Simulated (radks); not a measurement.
Results of a calculation; reference values are marked as such.
The praseodymium ion Pr8+, configuration [Kr] 4d10 4f2 5s2 5f1 (not the ground configuration). Code: a radial shooting solver on a logarithmic mesh with Libxc functionals. Model: scalar-relativistic Kohn-Sham, PBE, spin-polarised, spherical densities, finite nucleus; open shells are filled with parallel spins first (spin-orbit coupling, left out, can overturn this in heavy ions); Fermi nuclear charge, rms radius 4.8919 fm.

Unscreened Slater integrals over Kohn-Sham orbitals (hartree). They are taken over the spin-up orbitals.

integral      value
F0(5f,5f)   0.39187
F2(5f,5f)   0.20147
F4(5f,5f)   0.13750
F6(5f,5f)   0.10361
F0(5f,4f)   0.51157
F2(5f,4f)   0.13582
F4(5f,4f)  0.067239
F6(5f,4f)  0.043806
G0(5f,4f)  0.052033
G2(5f,4f)  0.060349
G4(5f,4f)  0.045864
G6(5f,4f)  0.035410
F0(5f,5s)   0.46691
G3(5f,5s)  0.073211
F0(5f,4d)   0.52679
F2(5f,4d)   0.12045
F4(5f,4d)  0.057752
G1(5f,4d)  0.059815
G3(5f,4d)  0.046995
G5(5f,4d)  0.035995
F0(4f,4f)    1.0421
F2(4f,4f)   0.51015
F4(4f,4f)   0.32313
F6(4f,4f)   0.23335
F0(4f,5s)   0.76673
G3(4f,5s)   0.14721
F0(4f,4d)    1.1343
F2(4f,4d)   0.55545
F4(4f,4d)   0.35715
G1(4f,4d)   0.65886
G3(4f,4d)   0.41510
G5(4f,4d)   0.29392
F0(5s,5s)   0.66411
F0(5s,4d)   0.80031
G2(5s,4d)  0.095475
F0(4d,4d)    1.2582
F2(4d,4d)   0.64264
F4(4d,4d)   0.43062

Derived for the open shells (J is the average intra-shell exchange parameter used in DFT+U). 4f: F4/F2 = 0.633, F6/F2 = 0.457, J = (286 F2 + 195 F4 + 250 F6)/6435 = 0.04153 hartree. 5f: F4/F2 = 0.682, F6/F2 = 0.514, J = (286 F2 + 195 F4 + 250 F6)/6435 = 0.01715 hartree.
